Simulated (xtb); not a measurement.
HOSi (SMILES [OH+]=[Si]), charge +1, singlet, from a rough starting geometry; GFN2-xTB in xtb 6.7.1.

The xtb input:
```
$ xtb mol.xyz --gfn 2 --chrg 1 --opt vtight --json

# file mol.xyz
3

O     -0.18002438     0.01238436     0.00344062
Si     1.34201673     0.05058124     0.05475472
H     -1.16686304    -0.01915223    -0.03426539
```

The log (banner, timings and long lists left out):

```
   ID    Z sym.   atoms
    1    8 O      1
    2   14 Si     2
    3    1 H      3

           -------------------------------------------------
          |                Calculation Setup                |
           -------------------------------------------------

           -------------------------------------------------
          |                 G F N 2 - x T B                 |
           -------------------------------------------------

          ...................................................
          :                      SETUP                      :
          :.................................................:
          :  # basis functions                  15          :
          :  # atomic orbitals                  14          :
          :  # shells                            6          :
          :  # electrons                        10          :
          :  max. iterations                   250          :
          :  Hamiltonian                  GFN2-xTB          :
          :  restarted?                      false          :
          :  GBSA solvation                  false          :
          :  PC potential                    false          :
          :  electronic temp.          300.0000000     K    :
          :  accuracy                    1.0000000          :
          :  -> integral cutoff          0.2500000E+02      :
          :  -> integral neglect         0.1000000E-07      :
          :  -> SCF convergence          0.1000000E-05 Eh   :
          :  -> wf. convergence          0.1000000E-03 e    :
          :  Broyden damping             0.4000000          :
          :  net charge                          1          :
          :  unpaired electrons                  0          :
          ...................................................

 iter      E             dE          RMSdq      gap      omega  full diag
   1     -5.8846659 -0.588467E+01  0.175E+01    6.06       0.0  T
   2     -5.9085947 -0.239288E-01  0.103E+01    5.61       1.0  T
   3     -5.9050443  0.355045E-02  0.566E+00    4.86       1.0  T
   4     -5.9147876 -0.974331E-02  0.421E+00    4.96       1.0  T
   5     -5.9139304  0.857234E-03  0.268E+00    5.45       1.0  T
   6     -5.9184697 -0.453929E-02  0.393E-01    5.28       1.0  T
   7     -5.9184776 -0.799445E-05  0.549E-01    5.25       1.0  T
   8     -5.9185094 -0.317536E-04  0.208E-01    5.25       1.0  T
   9     -5.9185402 -0.308083E-04  0.343E-02    5.27       1.7  T
  10     -5.9185402 -0.253968E-07  0.687E-03    5.27       8.4  T
  11     -5.9185402 -0.596428E-08  0.116E-03    5.27      49.7  T
  12     -5.9185402 -0.303204E-08  0.233E-04    5.27     247.3  T
  13     -5.9185402 -0.104518E-09  0.128E-04    5.27     449.7  T

   *** convergence criteria satisfied after 13 iterations ***

         :::::::::::::::::::::::::::::::::::::::::::::::::::::
         ::                     SUMMARY                     ::
         :::::::::::::::::::::::::::::::::::::::::::::::::::::
         :: total energy              -5.873822721651 Eh    ::
         :: gradient norm              0.024200173528 Eh/a0 ::
         :: HOMO-LUMO gap              5.268266135722 eV    ::
         ::.................................................::
         :: SCC energy                -5.918540243411 Eh    ::
         :: -> isotropic ES            0.131831607379 Eh    ::
         :: -> anisotropic ES         -0.009642311955 Eh    ::
         :: -> anisotropic XC         -0.008199120971 Eh    ::
         :: -> dispersion             -0.000567003714 Eh    ::
         :: repulsion energy           0.044717521760 Eh    ::
         :: add. restraining           0.000000000000 Eh    ::
         :: total charge               1.000000000000 e     ::
         :::::::::::::::::::::::::::::::::::::::::::::::::::::

      -----------------------------------------------------------
     |                   =====================                   |
     |                        A N C O P T                        |
     |                   =====================                   |
     |               Approximate Normal Coordinate               |
     |                Rational Function Optimizer                |
      -----------------------------------------------------------
      -----------------------------------------------------------
     |                   =====================                   |
     |                        A N C O P T                        |
     |                   =====================                   |
     |               Approximate Normal Coordinate               |
     |                Rational Function Optimizer                |
      -----------------------------------------------------------

          ...................................................
          :                      SETUP                      :
          :.................................................:
          :   optimization level         verytight          :
          :   max. optcycles                   200          :
          :   ANC micro-cycles                  20          :
          :   degrees of freedom                 4          :
          :.................................................:
          :   RF solver                   davidson          :
          :   write xtbopt.log                true          :
          :   linear (good luck)              true          :
          :   energy convergence         0.1000000E-06 Eh   :
          :   grad. convergence          0.2000000E-03 Eh/α :
          :   maxmium RF displ.          1.0000000          :
          :   Hlow (freq-cutoff)         0.1000000E-01      :
          :   Hmax (freq-cutoff)         5.0000000          :
          :   S6 in model hess.         20.0000000          :
          ...................................................

generating ANC from exact Hessian ...
Using Lindh-Hessian (1995)
[...]
 * total energy  :    -5.8738227 Eh     change       -0.4582557E-10 Eh
 * total energy  :    -5.8740666 Eh     change       -0.2439234E-03 Eh
 * total energy  :    -5.8741052 Eh     change       -0.3853041E-04 Eh
 * total energy  :    -5.8741056 Eh     change       -0.3748948E-06 Eh
 * total energy  :    -5.8741057 Eh     change       -0.1460068E-06 Eh
 * total energy  :    -5.8741059 Eh     change       -0.2028767E-06 Eh
 * total energy  :    -5.8741061 Eh     change       -0.1957741E-06 Eh
 * total energy  :    -5.8741062 Eh     change       -0.6304013E-07 Eh
   *** GEOMETRY OPTIMIZATION CONVERGED AFTER 8 ITERATIONS ***
[...]
          :.................................................:
          :  # basis functions                  15          :
          :  # atomic orbitals                  14          :
          :  # shells                            6          :
          :  # electrons                        10          :
          :  max. iterations                   250          :
          :  Hamiltonian                  GFN2-xTB          :
          :  restarted?                      false          :
          :  GBSA solvation                  false          :
          :  PC potential                    false          :
          :  electronic temp.          300.0000000     K    :
          :  accuracy                    1.0000000          :
          :  -> integral cutoff          0.2500000E+02      :
          :  -> integral neglect         0.1000000E-07      :
          :  -> SCF convergence          0.1000000E-05 Eh   :
          :  -> wf. convergence          0.1000000E-03 e    :
          :  Broyden damping             0.4000000          :
          :  net charge                          1          :
          :  unpaired electrons                  0          :
          ...................................................

 iter      E             dE          RMSdq      gap      omega  full diag
   1     -5.9200420 -0.592004E+01  0.477E-06    5.26       0.0  T
   2     -5.9200420 -0.976996E-14  0.274E-06    5.26   21072.6  T
   3     -5.9200420 -0.621725E-14  0.161E-06    5.26   35800.4  T

   *** convergence criteria satisfied after 3 iterations ***

         :::::::::::::::::::::::::::::::::::::::::::::::::::::
         ::                     SUMMARY                     ::
         :::::::::::::::::::::::::::::::::::::::::::::::::::::
         :: total energy              -5.874106158060 Eh    ::
         :: gradient norm              0.000140905565 Eh/a0 ::
         :: HOMO-LUMO gap              5.262976773934 eV    ::
         ::.................................................::
         :: SCC energy                -5.920042028556 Eh    ::
         :: -> isotropic ES            0.131968700857 Eh    ::
         :: -> anisotropic ES         -0.009505108092 Eh    ::
         :: -> anisotropic XC         -0.008245779030 Eh    ::
         :: -> dispersion             -0.000567524087 Eh    ::
         :: repulsion energy           0.045935870495 Eh    ::
         :: add. restraining           0.000000000000 Eh    ::
         :: total charge               1.000000000000 e     ::
         :::::::::::::::::::::::::::::::::::::::::::::::::::::

           -------------------------------------------------
          |                Property Printout                |
           -------------------------------------------------

    * Orbital Energies and Occupations

         #    Occupation            Energy/Eh            Energy/eV
      -------------------------------------------------------------
         1        2.0000           -1.0271240             -27.9495
         2        2.0000           -0.9093791             -24.7455
         3        2.0000           -0.7797654             -21.2185
         4        2.0000           -0.7797654             -21.2185
         5        2.0000           -0.7317017             -19.9106 (HOMO)
         6                         -0.5382908             -14.6476 (LUMO)
         7                         -0.5382908             -14.6476
         8                         -0.4440291             -12.0826
         9                         -0.3173659              -8.6360
        10                         -0.3173659              -8.6360
        11                         -0.2188762              -5.9559
        12                         -0.2188762              -5.9559
        13                         -0.1029741              -2.8021
        14                          0.7939803              21.6053
      -------------------------------------------------------------
                  HL-Gap            0.1934108 Eh            5.2630 eV
             Fermi-level           -0.6349962 Eh          -17.2791 eV

     #   Z          covCN         q      C6AA      α(0)
     1   8 O        1.575    -0.191    17.250     5.604
     2  14 Si       0.771     0.755   205.565    31.158
     3   1 H        0.804     0.436     0.424     1.023

 Mol. C6AA /au·bohr⁶  :        353.080693
 Mol. C8AA /au·bohr⁸  :      19717.642553
 Mol. α(0) /au        :         37.785550

Wiberg/Mayer (AO) data.
largest (>0.10) Wiberg bond orders for each atom

 ---------------------------------------------------------------------------
     #   Z sym  total        # sym  WBO       # sym  WBO       # sym  WBO
 ---------------------------------------------------------------------------
     1   8 O    2.686 --     2 Si   1.935     3 H    0.751
     2  14 Si   1.995 --     1 O    1.935
     3   1 H    0.810 --     1 O    0.751
 ---------------------------------------------------------------------------

Topologies differ in total number of bonds
Writing topology from bond orders to xtbtopo.mol

molecular dipole:
                 x           y           z       tot (Debye)
 q only:        1.027       0.056       0.051
   full:        1.016       0.056       0.051       2.589
molecular quadrupole (traceless):
                xx          xy          yy          xz          yz          zz
 q only:        6.881       0.327      -3.442       0.388       0.013      -3.439
  q+dip:        8.341       0.387      -4.173       0.466       0.015      -4.168
   full:        5.565       0.273      -2.784       0.318       0.011      -2.781

optimized geometry written to: xtbopt.xyz

           -------------------------------------------------
          | TOTAL ENERGY               -5.874106158060 Eh   |
          | GRADIENT NORM               0.000140905565 Eh/α |
          | HOMO-LUMO GAP               5.262976773934 eV   |
           -------------------------------------------------
```
